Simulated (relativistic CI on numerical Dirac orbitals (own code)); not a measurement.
**Energy levels of Ce24+**

These numbers are calculated, not measured: Dirac-Coulomb-Breit CI, separate exchange-only KLI orbitals for each configuration, QED by a radiative potential, unscaled Slater integrals (own radial code, finite nucleus).

Configurations in the expansion (outside the closed core [Ar] 3d10): 4s2 4p4, 4s 4p5, 4s2 4p3 4d, 4p6, 4s 4p4 4d, 4s2 4p3 4f, 4s 4p4 4f, 4p5 4d, 4s 4p3 4d2, 4s2 4p2 4d 4f, 4p5 4f, 4p4 4d2, 4p3 4d3, 4p3 4d2 4f. Double excitations out of closed p, d and f shells are left out; levels of such configurations are missing from the list, as are those of other unlisted configurations, and high levels can miss mixing partners.

The lowest level is 4s2 4p4 3P_2, with 74 % of that term; Hund's rules for 4s2 4p4 give 3P with J = 2, in agreement.

| No. | Configuration | Term | J | E (cm⁻¹) | % | Next component (%) | Lifetime (s) |
| --- | --- | --- | --- | --- | --- | --- | --- |
| 1 | 4s2 4p4 | 3P | 2 | 0 | 74 | 25 1D |  |
| 2 | 4s2 4p4 | 1S | 0 | 54068 | 53 | 47 3P | 1.79e-01 |
| 3 | 4s2 4p4 | 3P | 1 | 184826 | 99 | 1 4s 4p4 4d 3P | 8.04e-06 |
| 4 | 4s2 4p4 | 1D | 2 | 212245 | 74 | 25 3P | 1.34e-05 |
| 5 | 4s2 4p4 | 3P | 0 | 424026 | 52 | 46 1S | 2.53e-06 |
| 6 | 4s 4p5 | 3P° | 2 | 651122 | 84 | 13 4s2 4p3 4d 3P° | 5.40e-11 |
| 7 | 4s 4p5 | 3P° | 1 | 702201 | 46 | 25 1P° | 3.18e-11 |
| 8 | 4p3(2D°) 4d | 3F° | 2 | 772120 | 32 | 29 3D° | 2.85e-10 |
| 9 | 4p3(4S°) 4d | 5D° | 0 | 779634 | 46 | 41 3P° | 6.64e-07 |
| 10 | 4p3(4S°) 4d | 5D° | 3 | 784077 | 32 | 26 3F° | 1.10e-09 |
| 11 | 4p3(4S°) 4d | 5D° | 1 | 804490 | 47 | 21 3P° | 2.28e-11 |
| 12 | 4p3(4S°) 4d | 5D° | 4 | 817797 | 45 | 37 3F° | 6.06e-04 |
| 13 | 4s 4p5 | 3P° | 0 | 839214 | 78 | 20 4s2 4p3 4d 3P° | 4.48e-11 |
| 14 | 4p3(4S°) 4d | 5D° | 2 | 844604 | 36 | 32 3D° | 1.91e-11 |
| 15 | 4p3(2D°) 4d | 3G° | 3 | 882302 | 28 | 19 5D° | 1.46e-11 |
| 16 | 4s 4p5 | 1P° | 1 | 882964 | 33 | 26 3P° | 2.83e-11 |
| 17 | 4p3(4S°) 4d | 3D° | 1 | 910851 | 63 | 23 3P° | 1.88e-11 |
| 18 | 4p3(2D°) 4d | 3F° | 2 | 934909 | 46 | 32 3D° | 2.18e-10 |
| 19 | 4p3(2D°) 4d | 1S° | 0 | 938883 | 53 | 36 5D° | 1.70e-10 |
| 20 | 4p3(2D°) 4d | 3D° | 1 | 949509 | 72 | 14 5D° | 2.03e-11 |
| 21 | 4p3(2D°) 4d | 3F° | 3 | 951242 | 54 | 15 5D° | 2.52e-10 |
| 22 | 4p3(2D°) 4d | 3D° | 3 | 970963 | 63 | 18 5D° | 2.64e-10 |
| 23 | 4p3(2D°) 4d | 3G° | 4 | 977066 | 67 | 20 5D° | 2.31e-05 |
| 24 | 4p3(2D°) 4d | 3F° | 4 | 984396 | 42 | 37 1G° | 1.75e-05 |
| 25 | 4p3(2D°) 4d | 3F° | 4 | 1008936 | 51 | 40 1G° | 5.79e-05 |
| 26 | 4p3(2P°) 4d | 3F° | 2 | 1014065 | 50 | 30 1D° | 3.88e-11 |
| 27 | 4p3(2D°) 4d | 3G° | 5 | 1020179 | 98 | 1 4s 4p3 4d2 3G° | 5.02e-05 |
| 28 | 4s2 4p3 4d | 3D° | 1 | 1042359 | 22 | 18 3P° | 4.08e-12 |
| 29 | 4p3(2D°) 4d | 3P° | 0 | 1053436 | 50 | 31 1S° | 1.17e-11 |
| 30 | 4p3(2P°) 4d | 3D° | 2 | 1061861 | 45 | 31 3P° | 1.53e-11 |
| 31 | 4p3(2P°) 4d | 3P° | 2 | 1074478 | 45 | 18 3F° | 2.12e-12 |
| 32 | 4p3(2D°) 4d | 3D° | 3 | 1083569 | 43 | 31 1F° | 1.99e-11 |
| 33 | 4p3(4S°) 4d | 3D° | 3 | 1088673 | 56 | 22 3F° | 1.93e-12 |
| 34 | 4p3(2D°) 4d | 3P° | 1 | 1092469 | 53 | 20 1P° | 1.74e-12 |
| 35 | 4p3(2D°) 4d | 3D° | 2 | 1099750 | 33 | 30 3F° | 3.57e-12 |
| 36 | 4p3(2D°) 4d | 1F° | 3 | 1119990 | 42 | 27 3F° | 2.80e-12 |
| 37 | 4p3(2D°) 4d | 3S° | 1 | 1124304 | 56 | 20 1P° | 1.83e-12 |
| 38 | 4p3(2P°) 4d | 1P° | 1 | 1159883 | 44 | 36 3D° | 1.47e-12 |
| 39 | 4p3(2D°) 4d | 1D° | 2 | 1169950 | 43 | 34 3D° | 1.58e-12 |
| 40 | 4p3(2P°) 4d | 3F° | 4 | 1218463 | 57 | 15 3G° | 3.95e-06 |
| 41 | 4p3(2P°) 4d | 3P° | 2 | 1226252 | 41 | 25 1D° | 7.66e-11 |
| 42 | 4p3(2P°) 4d | 3P° | 0 | 1249205 | 78 | 10 4s 4p5 3P° | 1.41e-12 |
| 43 | 4p3(2P°) 4d | 3P° | 1 | 1258247 | 37 | 26 3D° | 1.55e-12 |
| 44 | 4p3(2P°) 4d | 3D° | 3 | 1259437 | 47 | 31 1F° | 1.71e-10 |
| 45 | 4p3(2P°) 4d | 3D° | 2 | 1291279 | 46 | 37 1D° | 1.53e-12 |
| 46 | 4p3(2P°) 4d | 1F° | 3 | 1300479 | 62 | 21 3D° | 1.27e-12 |
| 47 | 4p3(2P°) 4d | 1P° | 1 | 1402005 | 48 | 36 3D° | 1.50e-12 |
| 48 | 4p6 | 1S | 0 | 1406499 | 69 | 27 4s 4p4 4d 1S | 1.06e-11 |
| 49 | 4s 4p4(3P)<4P> 4d | 5D | 3 | 1433539 | 61 | 15 5F | 2.80e-11 |
| 50 | 4s 4p4(3P)<4P> 4d | 5D | 2 | 1433860 | 55 | 20 5P | 2.45e-11 |
| 51 | 4s 4p4(3P)<4P> 4d | 5D | 4 | 1445467 | 46 | 38 5F | 3.31e-11 |
| 52 | 4s 4p4(3P)<4P> 4d | 5D | 1 | 1445959 | 42 | 34 5P | 1.98e-11 |
| 53 | 4s 4p4(3P)<4P> 4d | 5F | 5 | 1470363 | 80 | 16 3G | 4.03e-11 |
| 54 | 4s 4p4(3P)<4P> 4d | 5D | 0 | 1485771 | 54 | 45 3P | 1.32e-11 |
| 55 | 4s 4p4(3P)<4P> 4d | 3F | 4 | 1494688 | 46 | 24 5D | 2.62e-11 |
| 56 | 4s 4p4(1S)<2S> 4d | 3D | 1 | 1517858 | 40 | 29 5P | 1.01e-11 |
| 57 | 4s 4p4(3P)<4P> 4d | 5F | 3 | 1520206 | 28 | 25 3G | 1.44e-11 |
| 58 | 4s 4p4(3P)<4P> 4d | 5F | 2 | 1530065 | 45 | 32 3D | 1.74e-11 |
| 59 | 4s 4p4(3P)<4P> 4d | 5F | 1 | 1530738 | 46 | 20 3D | 1.33e-11 |
| 60 | 4s 4p4(3P)<4P> 4d | 5P | 2 | 1544815 | 43 | 18 3D | 9.02e-12 |
| 61 | 4s 4p4(3P)<4P> 4d | 3P | 1 | 1563804 | 55 | 18 1P | 7.06e-12 |
| 62 | 4s 4p4(1S)<2S> 4d | 3D | 3 | 1570196 | 37 | 21 3F | 1.74e-11 |
| 63 | 4s 4p4(3P)<4P> 4d | 5P | 3 | 1591020 | 44 | 20 3D | 8.41e-12 |
| 64 | 4s 4p4(3P)<4P> 4d | 3F | 4 | 1595206 | 48 | 18 5F | 1.31e-11 |
| 65 | 4s 4p4(3P)<4P> 4d | 3D | 2 | 1596745 | 38 | 21 1D | 6.67e-12 |
| 66 | 4s 4p4(3P)<4P> 4d | 3P | 0 | 1598227 | 58 | 40 5D | 1.18e-11 |
| 67 | 4s 4p4(3P)<4P> 4d | 3D | 3 | 1614410 | 32 | 18 3F | 5.74e-12 |
| 68 | 4s 4p4(1D)<2D> 4d | 3D | 1 | 1620411 | 53 | 31 5D | 8.22e-12 |
| 69 | 4s 4p4(3P)<4P> 4d | 3F | 2 | 1635785 | 49 | 21 1D | 1.49e-11 |
| 70 | 4s 4p4(1D)<2D> 4d | 3F | 2 | 1661300 | 39 | 16 3D | 7.29e-12 |

Energies count from the lowest computed level; ° marks odd parity; lifetimes are radiative, by E1, M1, E2, M2, E3 decay to levels of this space only. Percentages are summed over parent terms; the parents shown are those of the largest component, closed shells are left out there, and <> holds an intermediate term.

The mean weight of the leading LS term, summed over parents, in these 70 levels is 51 %, and that of the leading jj configuration (from the same eigenvectors) 71 %, so jj coupling describes them better and the LS labels are nominal.

At this charge energies of transitions that change n are usually good to better than 1 %, and those within a shell (Δn = 0) to a few per cent.

LS names give the leading component of a level, which can be under half, so a name can repeat, a term be missing and a line seem to break the LS rules.
